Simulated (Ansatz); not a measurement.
A structure drawn as `FC[NH][SnH3]`, with this starting geometry:

Cartesian coordinates in Å:
```
F -2.589 -0.181 -0.446
C -1.362 -0.396 0.056
N -0.493 0.592 -0.499
Sn 1.439 0.384 0.183
H -0.993 -1.422 -0.225
H -1.410 -0.294 1.151
H -0.423 0.484 -1.558
H 1.964 -1.256 -0.205
H 1.367 0.554 1.994
H 2.500 1.535 -0.450
```

The species carries charge 0 and has multiplicity 1. Sn: def2 effective core potential.

(1) Does it keep its bonds when Ansatz relaxes it at PBE-D4/def2-SVP and then PBE0-D4/def2-TZVP?

(2) Give the relaxed structure. (Estimate.)

Atoms count as bonded under 1.1 times the sum of their covalent radii (H–H under 0.85 Å, pairs among N, O and F under 1.55 Å), and a drawn bond as lost past 1.3 times.

Results:

(1) Yes, every drawn bond is still there and no new one forms.

(2) The calculation gave: 
Z-matrix (Å, degrees):
```
C
N 1 1.399
F 1 1.414 2 113.4
H 1 1.094 2 110.8 3 -118.1
H 1 1.094 2 111.4 3 118.9
Sn 2 2.042 1 118.8 3 62.0
H 2 1.011 1 112.1 3 -75.4
H 6 1.707 2 112.3 1 -76.6
H 6 1.705 2 105.3 1 163.3
H 6 1.702 2 104.1 1 44.5
```
No frequency check was run.
